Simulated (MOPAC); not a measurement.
A run for MOPAC: AM1 on CH4OPb (SMILES C[O][PbH]), a point of a bond scan (R = 3.287 Å).

```
AM1 1SCF PRECISE CHARGE=0 THREADS=1
CH4OPb

Pb    -0.18088400 1    -0.24647814 1     0.34040536 1
H     -2.01333117 1    -1.11335742 1    -2.24712392 1
O      1.00528976 1     1.06933301 1    -0.77910563 1
C      0.89711151 1     1.34866124 1    -2.15568911 1
H      0.71053154 1     2.41844853 1    -2.30633806 1
H      1.83700100 1     1.10003060 1    -2.66238683 1
H      0.08796474 1     0.78793494 1    -2.63935184 1
```

It printed:

```
*******************************************************************************
 **                                                                           **
 **                              MOPAC v23.2.5                                **
 **                                                                           **
 *******************************************************************************
 ** MOPAC's Digital Object Identifier: https://doi.org/10.5281/zenodo.6511958 **
 **                                                                           **
 ** Please cite the open-source release paper for use of this MOPAC version:  **
 ** J. E. Moussa and J. J. P. Stewart (2026)                                  **
 ** MOPAC: An open-source semiempirical molecular orbital program             **
 ** J. Open Source Softw., 11(119), 8025, https://doi.org/10.21105/joss.08025 **
 *******************************************************************************

                              AM1 CALCULATION RESULTS

 *******************************************************************************
 *  AM1        - The AM1 Hamiltonian to be used
 *
 *
 *
 *                 CHARGE ON SYSTEM = 0
 *
 *
 *
 *  PRECISE    - TIGHTER CRITERIA TO BE USED
 *  1SCF       - DO 1 SCF AND THEN STOP
 *  THREADS=1  - MULTI-THREADING NOT USED
 *  T=         - A TIME OF 172800.0 SECONDS REQUESTED
 *  DUMP=N     - RESTART FILE WRITTEN EVERY 7200.0 SECONDS REQUESTED
 *******************************************************************************
AM1 1SCF PRECISE CHARGE=0 THREADS=1
 CH4OPb

   ATOM   CHEMICAL          X               Y               Z
  NUMBER   SYMBOL      (ANGSTROMS)     (ANGSTROMS)     (ANGSTROMS)

     1      Pb         -0.18088400  *  -0.24647814  *   0.34040536  *
     2       H         -2.01333117  *  -1.11335742  *  -2.24712392  *
     3       O          1.00528976  *   1.06933301  *  -0.77910563  *
     4       C          0.89711151  *   1.34866124  *  -2.15568911  *
     5       H          0.71053154  *   2.41844853  *  -2.30633806  *
     6       H          1.83700100  *   1.10003060  *  -2.66238683  *
     7       H          0.08796474  *   0.78793494  *  -2.63935184  *



          CARTESIAN COORDINATES

    NO.       ATOM           X           Y           Z

     1        Pb         -0.1809     -0.2465      0.3404
     2         H         -2.0133     -1.1134     -2.2471
     3         O          1.0053      1.0693     -0.7791
     4         C          0.8971      1.3487     -2.1557
     5         H          0.7105      2.4184     -2.3063
     6         H          1.8370      1.1000     -2.6624
     7         H          0.0880      0.7879     -2.6394

  H: (AM1): M.J.S. DEWAR ET AL, J. AM. CHEM. SOC. 107 3902-3909 (1985)
  C: (AM1): M.J.S. DEWAR ET AL, J. AM. CHEM. SOC. 107 3902-3909 (1985)
  O: (AM1): M.J.S. DEWAR ET AL, J. AM. CHEM. SOC. 107 3902-3909 (1985)
 Pb: (AM1): J. J. P. STEWART, J. MOL. MOD., 10, 155-164 (2004)

           Empirical Formula: C H4 O Pb  =     7 atoms



      MOLECULAR POINT GROUP   :   Cs


      RHF CALCULATION, NO. OF DOUBLY OCCUPIED LEVELS = 9


 -------------------------------------------------------------------------------
 AM1 1SCF PRECISE CHARGE=0 THREADS=1
 CH4OPb



     1SCF WAS SPECIFIED, SO BFGS WAS NOT USED
     SCF FIELD WAS ACHIEVED


                              AM1 CALCULATION
                                                       MOPAC v23.2.5 Linux




          FINAL HEAT OF FORMATION =         67.78572 KCAL/MOL =     283.61544 KJ/MOL


          COSMO AREA              =        118.59 SQUARE ANGSTROMS
          COSMO VOLUME            =        102.00 CUBIC ANGSTROMS

          IONIZATION POTENTIAL    =          7.107957 EV
          HOMO LUMO ENERGIES (EV) =         -7.108 -1.684
          NO. OF FILLED LEVELS    =          9
          MOLECULAR WEIGHT        =        239.2420         POINT GROUP:  Cs

          MOLECULAR DIMENSIONS (Angstroms)

            Atom       Atom       Distance
            H     5    H     2     4.46056
           Pb     1    H     6     3.07154
            H     2    H     6     1.55109


          SCF CALCULATIONS        =          1





   ATOM   CHEMICAL          X               Y               Z
  NUMBER   SYMBOL      (ANGSTROMS)     (ANGSTROMS)     (ANGSTROMS)

     1      Pb         -0.18088400  *  -0.24647814  *   0.34040536  *
     2       H         -2.01333117  *  -1.11335742  *  -2.24712392  *
     3       O          1.00528976  *   1.06933301  *  -0.77910563  *
     4       C          0.89711151  *   1.34866124  *  -2.15568911  *
     5       H          0.71053154  *   2.41844853  *  -2.30633806  *
     6       H          1.83700100  *   1.10003060  *  -2.66238683  *
     7       H          0.08796474  *   0.78793494  *  -2.63935184  *

                             CARTESIAN COORDINATES

   1   Pb       -0.180884000    -0.246478140     0.340405360
   2    H       -2.013331170    -1.113357420    -2.247123920
   3    O        1.005289760     1.069333010    -0.779105630
   4    C        0.897111510     1.348661240    -2.155689110
   5    H        0.710531540     2.418448530    -2.306338060
   6    H        1.837001000     1.100030600    -2.662386830
   7    H        0.087964740     0.787934940    -2.639351840


           Empirical Formula: C H4 O Pb  =     7 atoms



      MOLECULAR POINT GROUP   :   Cs


                  EIGENVALUES
 -35.88080 -26.14232 -18.19540 -14.67377 -14.53730 -13.97954  -9.97740  -9.91744
  -7.10796  -1.68449  -0.81646  -0.63487   5.01174   5.12334   5.38234   6.26008


              NET ATOMIC CHARGES AND DIPOLE CONTRIBUTIONS

  ATOM NO.   TYPE          CHARGE      No. of ELECS.   s-Pop       p-Pop
    1         Pb           0.713383        3.2866     1.94654     1.34008
    2          H          -0.187737        1.1877     1.18774
    3          O          -0.643069        6.6431     1.85332     4.78975
    4          C          -0.008996        4.0090     1.21253     2.79647
    5          H           0.046537        0.9535     0.95346
    6          H           0.046536        0.9535     0.95346
    7          H           0.033346        0.9667     0.96665
 DIPOLE           X         Y         Z       TOTAL
 POINT-CHG.    -1.365    -2.289     4.159     4.940
 HYBRID         0.626     0.967    -1.600     1.971
 SUM           -0.739    -1.322     2.559     2.974


          ATOMIC ORBITAL ELECTRON POPULATIONS

     Atom    s        px        py        pz
    1 Pb   1.94654   0.39277   0.26431   0.68300
    2  H   1.18774
    3  O   1.85332   1.80551   1.76169   1.22255
    4  C   1.21253   0.98016   0.98135   0.83496
    5  H   0.95346
    6  H   0.95346
    7  H   0.96665

 **********************
 *                    *
 * JOB ENDED NORMALLY *
 *                    *
 **********************




 == MOPAC DONE ==
```

The run finished.

Cost: roughly 0.04 core-seconds.
